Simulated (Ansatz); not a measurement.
Born–Oppenheimer molecular dynamics of BFH$_{2}$OSi (6 atoms, charge 0, multiplicity 1). It starts at the highest image of a converged band, a first-order saddle point between two minima.

Theory: Ansatz 0.2.0, RKS PBE0/6-31G*.

```
ensemble                      : NVE (velocity Verlet)
time step                     : 0.5 fs
steps asked                   : 200
starting velocities drawn for : 100 K
seed                          : 7297
```

First frame:

```xyz
6
Properties=species:S:1:pos:R:3
F 0.072 -2.039 0.683
B 0.222 -0.779 0.370
O 1.137 0.133 0.597
Si -0.053 1.092 -0.374
H -0.083 0.456 -1.718
H -1.295 1.137 0.443
```

What does the run give?

All steps were run.

- steps done: 200
- time covered: 100 fs
- mean temperature over the second half: 1236 K
- spread of the potential energy over the second half: 30.2 meV per atom
- mean potential energy of the second half above the start: -97.9 meV per atom

The conserved energy stayed within 0.15 meV per atom of its start (net change -0.056 meV per atom), so the integration is sound. The system heated up, since it started high on the potential surface and ran downhill. A run of 0.1 ps of so small a system gives no equilibrium averages. The orbitals stay closed-shell, which can raise the energy where a bond breaks towards radicals; this wasn't checked here.

What happens to the structure?

The step under study would form B2–H5 and break Si4–H5. These pairs go: B2–H5 2.44 → 1.26 Å, Si4–H5 1.49 → 2.36 Å. In the last frame they stand as after the step (other bonds may differ from the relaxed reactants and products). These pairs come and go: their bonding changes 6 times, last at 80 of 100 fs, so the outcome isn't settled. It ends as one piece, BFH2OSi. Pairs count as bonded within 1.25 times the sum of covalent radii (0.12 Å more for H–H). This is one draw of velocities; another would differ in detail.

How do temperature and energy run in time?


```tsv
time (fs)	T (K)	potential energy less start (eV)	conserved less start (meV/atom)
0.0	100	0.000	0.00
5.0	48	0.027	0.03
10.0	30	0.036	0.04
15.0	91	0.004	0.01
20.0	162	-0.032	0.03
25.0	333	-0.120	0.05
30.0	750	-0.336	0.00
35.0	928	-0.428	-0.03
40.0	581	-0.249	0.02
45.0	594	-0.255	0.02
50.0	1070	-0.502	-0.01
55.0	1346	-0.645	-0.08
60.0	1261	-0.601	-0.09
65.0	519	-0.216	0.06
70.0	898	-0.413	-0.03
75.0	1515	-0.732	-0.10
80.0	991	-0.461	0.03
85.0	1255	-0.597	0.01
90.0	1735	-0.846	-0.09
95.0	1420	-0.682	0.05
100.0	1718	-0.837	-0.06
```

The run took 6.9 min on 1 thread of Arm Neoverse V1 (shared host), peak memory 0.12 GiB.
